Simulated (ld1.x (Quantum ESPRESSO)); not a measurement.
Pb (Z = 82): TM pseudisation with PBE, fully relativistic reference atom.

lead, norm-conserving Troullier–Martins (Kleinman–Bylander form), made with ld1.x (Quantum ESPRESSO) 7.5 (PBE, fully relativistic). Core [Xe] 4f14, reference 5d10 6s2 6p1.5 (charge +0.5). Waves: 6p (bound): rc 2.45 bohr; 5d (bound): rc 1.50 bohr; 6s (bound): rc 1.80 bohr. Local part: the s channel. Core correction: a·sin(br)/r model core, default radius (core density twice the valence density).

Open shells are filled in proportion to 2j + 1 (rel_dist='average').

All-electron outer shells of the reference configuration (PBE, scalar-relativistic, ld1.x):

```json
{"shell": "4f", "level (eV)": "-136.54", "outermost node (bohr)": "–", "outermost maximum (bohr)": "0.35"}
{"shell": "5p", "level (eV)": "-89.48", "outermost node (bohr)": "0.49", "outermost maximum (bohr)": "0.88"}
{"shell": "5d", "level (eV)": "-24.81", "outermost node (bohr)": "0.52", "outermost maximum (bohr)": "1.07"}
{"shell": "6s", "level (eV)": "-15.47", "outermost node (bohr)": "1.01", "outermost maximum (bohr)": "1.95"}
{"shell": "6p", "level (eV)": "-6.53", "outermost node (bohr)": "1.18", "outermost maximum (bohr)": "2.57"}
```

(1) Estimate the cutoffs (Ry, on a coarse ladder) from which the occupation-weighted sum of valence levels, in a spherical-Bessel basis at the reference potential, stays within 10 and 1 mRy of its value at 400 Ry.

(2) What does a ghost test show?

(3) Which valence shell sets the plane-wave cutoff?

(4) Tests: 5d10 6s2 6p2; 5d10 6s2 6p1; 5d10 6s2 6p0; 5d10 6s1 6p2; 5d9 6s2 6p3; 5d10 6s1 6p0; 5d10 6s0 6p4. Which has the largest error in its energy relative to the reference configuration, and how large is it?

Results:

(1) 55 Ry and 90 Ry.

(2) No extra level below or beside the all-electron valence levels (p1/2, p3/2, d3/2, d5/2, s, f tested).

(3) 5d: its level needs 55 Ry to come within 1 mRy, against 40 Ry for 6s.

(4) 5d9 6s2 6p3, with -209 meV (all-electron minus pseudo) on +16.56 eV.
